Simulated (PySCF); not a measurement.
Molecule: `CCC#[N+][AlH3-]`, C$_{3}$H$_{8}$AlN.

Molfile (atoms numbered from 1):
```
C3H8AlN
     RDKit          3D

 13 12  0  0  0  0  0  0  0  0999 V2000
    2.2547   -0.5730   -0.0433 C   0  0  0  0  0  0  0  0  0  0  0  0
    1.3721    0.3069    0.8405 C   0  0  0  0  0  0  0  0  0  0  0  0
   -0.0246    0.2832    0.4434 C   0  0  0  0  0  0  0  0  0  0  0  0
   -1.1265    0.2495    0.1097 N   0  0  0  0  0  0  0  0  0  0  0  0
   -3.0700    0.1843   -0.4842 Al  0  0  0  0  0  4  0  0  0  0  0  0
    3.2946   -0.5115    0.3044 H   0  0  0  0  0  0  0  0  0  0  0  0
    1.9368   -1.6240   -0.0006 H   0  0  0  0  0  0  0  0  0  0  0  0
    2.2203   -0.2443   -1.0912 H   0  0  0  0  0  0  0  0  0  0  0  0
    1.6996    1.3593    0.8150 H   0  0  0  0  0  0  0  0  0  0  0  0
    1.4161   -0.0105    1.8954 H   0  0  0  0  0  0  0  0  0  0  0  0
   -3.7562    0.8906    0.7823 H   0  0  0  0  0  0  0  0  0  0  0  0
   -3.2397   -1.4047   -0.6285 H   0  0  0  0  0  0  0  0  0  0  0  0
   -2.9553    1.0432   -1.8346 H   0  0  0  0  0  0  0  0  0  0  0  0
  1  2  1  0
  2  3  1  0
  3  4  3  0
  4  5  1  0
  1  6  1  0
  1  7  1  0
  1  8  1  0
  2  9  1  0
  2 10  1  0
  5 11  1  0
  5 12  1  0
  5 13  1  0
M  CHG  2   4   1   5  -1
M  END
```

Geometry PBE0-D3(BJ)/def2-SVP throughout; GIAO in PySCF 2.14, gas phase, one conformer, non-relativistic; equivalent atoms averaged; functional PBE0.

Task: How do the absolute shieldings σ depend on the basis set? (ppm; last column core-seconds on shared hosts with different chips, so compare them loosely)

Result: 
```tsv
basis set	functions	C3	C2	C1	N4	Al5	H9/H10	H6/H7/H8	H11/H12/H13	core-s
STO-3G	37	139.4	212.5	216.3	126.7	445.1	30.40	31.26	31.61	1.9
6-31G	65	80.9	186.7	188.3	52.2	489.8	30.05	31.08	28.06	3.6
pcSseg-0	65	57.0	179.8	182.0	28.2	429.1	30.37	31.29	28.04	4.7
6-31G*	90	79.1	182.7	183.8	51.9	485.5	29.65	30.63	27.65	4.6
def2-SVP	114	74.0	184.2	184.3	45.3	478.1	29.11	30.17	27.34	5.6
cc-pVDZ	114	75.7	183.6	185.6	47.4	493.7	28.97	30.05	27.30	8.8
pcSseg-1	132	53.9	172.0	173.5	23.1	442.1	28.84	29.87	27.35	7.4
6-311+G(2d,p)	191	59.0	174.7	176.4	28.2	444.1	29.08	30.22	27.31	12
aug-cc-pVDZ	191	71.9	182.8	184.6	47.2	491.0	28.88	30.04	27.21	17
def2-TZVP	209	57.6	173.9	175.8	26.7	442.7	29.04	30.17	27.34	14
IGLO-III	264	53.3	171.2	173.2	20.0	443.1	28.86	30.05	27.36	27
cc-pVTZ	266	59.9	175.0	176.8	30.1	442.2	28.83	29.97	27.36	29
pcSseg-2	299	52.2	171.3	173.1	18.2	440.4	28.78	29.91	27.35	50
```

Task: Which nucleus moves most, in ppm?

Result: N4 (donor nitrogen of a Lewis adduct): from 18.2 ppm with pcSseg-2 to 126.7 ppm with STO-3G. The smallest spread is 1.42 ppm, at H6/H7/H8. Proton shifts span only some 12 ppm, so a few tenths of a ppm matter as much there as several ppm in carbon.

Task: Taking the largest basis, pcSseg-2 (299 functions), as the yardstick, rank the others by their worst heavy-atom deviation.

Result: IGLO-III 2.7 ppm (264 functions), pcSseg-1 4.8 ppm (132 functions), def2-TZVP 8.4 ppm (209 functions), 6-311+G(2d,p) 9.9 ppm (191 functions), pcSseg-0 11.3 ppm (65 functions), cc-pVTZ 11.9 ppm (266 functions), def2-SVP 37.7 ppm (114 functions), 6-31G* 45.0 ppm (90 functions), 6-31G 49.4 ppm (65 functions), aug-cc-pVDZ 50.6 ppm (191 functions), cc-pVDZ 53.3 ppm (114 functions), STO-3G 108.5 ppm (37 functions).

A small basis that lands close on one nucleus may do so by chance; judge by the trend and by all nuclei.
